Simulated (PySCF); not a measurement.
Vertical excitations of a molecule H7NO2Si2 from TDA-ωB97X/def2-SVPD in PySCF, as energy in eV (oscillator strength): 7.41 (0.069), 7.89 (0.006), 8.12 (0.003), 8.49 (0.026), 8.52 (0.018), 8.94 (0.020), 8.97 (0.068), 9.10 (0.071), 9.16 (0.084), 9.20 (0.011). Lowest triplet (TDA): 7.16 eV. The structure is a stationary point at PBE0-D3(BJ)/def2-SVP. One conformer was computed; it need not be the lowest.

### Question
Identify the compound among the candidates.
A) O[SiH2]N[SiH2]O
B) N[Si@H](O)O[SiH3]
C) N[SiH2]O[SiH2]O
D) N[SiH2][SiH](O)O

### Answer
B, N[Si@H](O)O[SiH3]
